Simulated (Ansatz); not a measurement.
Reaction (redistribution): `[CH3][Ge]([CH3])([Cl])[SeH]` + `[F][Ge]([F])([F])[F]` → `[F][Ge]([F])([F])[SeH]` + `[CH3][Ge]([CH3])([F])[Cl]`

Gas-phase electronic energies from Ansatz, PBE0-D4/def2-TZVP geometries. CCSD(T)/CBS is the MP2 limit (def2-TZVPP, def2-QZVPP) plus CCSD(T) − MP2 in def2-TZVPP, frozen cores. DFT in def2-TZVPP. For Ge, Se outer-core shells are correlated without core-valence functions, which leaves a few kJ/mol of doubt a bond. Scalar relativity is left out up to krypton. Each species was taken in one conformer, which may not be the lowest.

`[CH3][Ge]([CH3])([Cl])[SeH]`:

Cartesian coordinates in Å:
```
C 0.772 -1.123 -0.963
Ge -0.437 0.065 -0.017
C 0.362 1.685 0.693
Cl -1.926 0.681 -1.477
Se -1.500 -1.034 1.772
H 1.549 -1.475 -0.283
H 0.220 -1.979 -1.351
H 1.229 -0.588 -1.797
H -0.403 2.297 1.169
H 0.813 2.252 -0.122
H 1.130 1.432 1.425
H -1.809 -2.212 0.951
```

`[F][Ge]([F])([F])[F]`:

```xyz
5

F     1.626   -0.416    0.209
Ge    0.000    0.000    0.000
F    -0.978   -1.146    0.768
F    -0.283    1.525    0.674
F    -0.365    0.037   -1.651
```

`[F][Ge]([F])([F])[SeH]`:

```xyz
6

F    -0.535    1.669   -0.591
Ge    0.369    0.279   -0.176
F     1.108    0.682    1.312
F     1.621    0.139   -1.330
Se   -0.851   -1.669   -0.132
H    -1.713   -1.100    0.916
```

`[CH3][Ge]([CH3])([F])[Cl]`:

```xyz
11

C     1.024   -0.109    1.365
Ge   -0.423   -0.394    0.121
C    -0.442    0.571   -1.550
F    -0.421   -2.089   -0.276
Cl   -2.292   -0.064    1.138
H     1.029    0.928    1.701
H     0.891   -0.763    2.225
H     1.976   -0.337    0.883
H    -0.513    1.643   -1.362
H    -1.302    0.253   -2.137
H     0.472    0.362   -2.108
```

```csv
level,ΔE (kcal/mol)
PBE-D4,-6.0
CCSD(T)/def2-TZVPP,-2.8
MP2/def2-QZVPP,-2.5
CCSD/CBS(def2),-4.5
```

(1) What does CCSD(T)/CBS give? (Estimate.)

Largest T1 diagnostic among the species: 0.012.

Results:

(1) Computed: -4.4 kcal/mol. The listed levels differ from it by -1.6, 1.6, 1.9, -0.1 kcal/mol.

From PBE to PBE0 (25 % exact exchange), in def2-TZVPP and without D4, ΔE moves by +1.2 kcal/mol. In def2-TZVPP, CCSD(T) changes the Hartree–Fock value by +1.2 kcal/mol (the triples alone add +0.1 kcal/mol) and MP2 by +2.4 kcal/mol. The D4 term adds +1.1 kcal/mol with B3LYP and +0.7 kcal/mol with PBE0; it sums over pairs of atoms, weighted by their polarisabilities, and B3LYP, whose exchange is more repulsive, gets the larger term.

B3LYP here is the variant with VWN-RPA as its local correlation; programs differ in this.
